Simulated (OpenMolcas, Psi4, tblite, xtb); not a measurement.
How methods differ on SnSiH4ClF (SMILES [F][SnH]([SiH3])[Cl])

SnSiH4ClF: 8 atoms, total charge 0, spin state singlet. SMILES: `[F][SnH]([SiH3])[Cl]`. The coordinates come from a PBE0-D4/def2-TZVP relaxation.

Quantity: the dipole moment, in D. The values are calculated.

| level | kind | program | value (D) | CPU time |
| --- | --- | --- | --- | --- |
| IPEA1-xTB | semi-empirical | tblite | 6.40 | under 2 s |
| GFN0-xTB | semi-empirical | xtb | 5.86 | under 2 s |
| GFN1-xTB | semi-empirical | xtb | 6.42 | under 2 s |
| HF/def2-SVP (core potential) | Hartree–Fock | OpenMolcas | 4.13 | 15 s |
| SVWN5/def2-SVP (core potential) | LDA | OpenMolcas | 3.42 | 35 s |
| BLYP/def2-SVP (core potential) | GGA | OpenMolcas | 3.35 | 47 s |
| r2SCAN/def2-SVP (core potential) | meta-GGA | OpenMolcas | 3.61 | 62 s |
| PBE0/def2-SVP (core potential) | global hybrid | OpenMolcas | 3.66 | 43 s |
| CAM-B3LYP/def2-SVP (density fitting, core potential) | range-separated hybrid | Psi4 | 3.70 | 4.8 s |

The values span 3.35 to 6.42 D. Magnitudes only. CPU times are rough (shared hosts, several kinds of processor): they show what a rung costs within a factor of a few.
